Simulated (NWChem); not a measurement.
Species: C2H4FNSi; SMILES N#C[C@@H](F)[SiH3]

Computed with NWChem. Medium grid unless said otherwise, to which SCAN and Minnesota functionals are sensitive. Geometry: optimised at PBE0/def2-SVP.

### Question
Among these, which level gives the highest value of “highest occupied level (eV)”?
A) MN15/def2-SVP
B) MPW1K/def2-SVP
C) OLYP/def2-SVP
D) B3LYP/def2-SVP

### Answer
C, OLYP/def2-SVP. Values: MPW1K/def2-SVP -10.08; MN15/def2-SVP -9.68; B3LYP/def2-SVP -8.70; OLYP/def2-SVP -7.39
